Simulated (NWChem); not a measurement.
System meant: CH$_{5}$BS; SMILES BSC

Here is an NWChem input.

```
start job
memory heap 200 mb stack 900 mb global 1100 mb
geometry units angstroms noautoz
  B     -0.593865    -1.463987     0.115423
  H     -0.170847    -2.572117    -0.001519
  H     -1.687578    -1.233853     0.533111
  S      0.499343    -0.159723    -0.369238
  C     -0.428835     1.402080    -0.074574
  H     -0.521254     1.943603    -1.018849
  H      0.126644     2.016037     0.638128
  H     -1.420758     1.180872     0.322950
end
basis spherical
  * library def2-svp
end
dft
  xc b3lyp
  iterations 4
  mulliken
end
task dft energy
```

End of the output:

```
    Atom       Charge   Shell Charges
 -----------   ------   -------------------------------------------------------
    1 B    5     5.25   1.97  0.59  0.31  1.42  0.84  0.12
    2 H    1     1.03   0.64  0.35  0.04
    3 H    1     1.04   0.64  0.36  0.04
    4 S   16    15.63   2.00  1.95  0.95  0.60  5.81  1.91  2.33  0.09
    5 C    6     6.14   1.96  0.60  0.33  1.87  1.31  0.07
    6 H    1     0.97   0.64  0.26  0.07
    7 H    1     0.97   0.64  0.26  0.07
    8 H    1     0.97   0.64  0.26  0.07

 center of mass
 --------------
 x =   0.09780621 y =  -0.08656615 z =   0.00000000

 moments of inertia (a.u.)
 ------------------
         239.548012480700           0.000000026909           0.000000000000
           0.000000026909          84.191381864586           0.000000000000
           0.000000000000           0.000000000000         312.328411429751

     Multipole analysis of the density
     ---------------------------------

     L   x y z        total         alpha         beta         nuclear
     -   - - -        -----         -----         ----         -------
     0   0 0 0     -0.000000    -16.000000    -16.000000     32.000000

     1   1 0 0     -0.244078     -0.122039     -0.122039      0.000000
     1   0 1 0      0.619891      0.309946      0.309946     -0.000000
     1   0 0 1      0.000000      0.000000      0.000000      0.000000

     2   2 0 0    -21.107287    -34.811488    -34.811488     48.515690
     2   1 1 0     -0.501929      0.547183      0.547183     -1.596294
     2   1 0 1      0.000000      0.000000      0.000000      0.000000
     2   0 2 0    -19.732733    -81.914437    -81.914437    144.096141
     2   0 1 1     -0.000000     -0.000000     -0.000000      0.000000
     2   0 0 2    -20.262997    -12.962095    -12.962095      5.661193

 ------------------------------------------------------------------------
 dft energy failed                                                                                  0
 ------------------------------------------------------------------------
 ------------------------------------------------------------------------
  current input line :
    21: task dft energy
 ------------------------------------------------------------------------
 ------------------------------------------------------------------------
 This type of error is most commonly associated with calculations not reaching convergence criteria
 ------------------------------------------------------------------------
 For more information see the NWChem manual at https://nwchemgit.github.io

0:dft energy failed:Received an Error in Communication
```

**Question.** Find the fault in this run and fix the input.

**Answer.** The run did not converge; its last values are not results. Cause: the SCF was allowed too few iterations. This input runs:
```
start job
memory heap 200 mb stack 900 mb global 1100 mb
geometry units angstroms noautoz
  B     -0.593865    -1.463987     0.115423
  H     -0.170847    -2.572117    -0.001519
  H     -1.687578    -1.233853     0.533111
  S      0.499343    -0.159723    -0.369238
  C     -0.428835     1.402080    -0.074574
  H     -0.521254     1.943603    -1.018849
  H      0.126644     2.016037     0.638128
  H     -1.420758     1.180872     0.322950
end
basis spherical
  * library def2-svp
end
dft
  xc b3lyp
  iterations 150
  mulliken
end
task dft energy
```
It converges to -464.01334 Ha (B3LYP/def2-SVP).
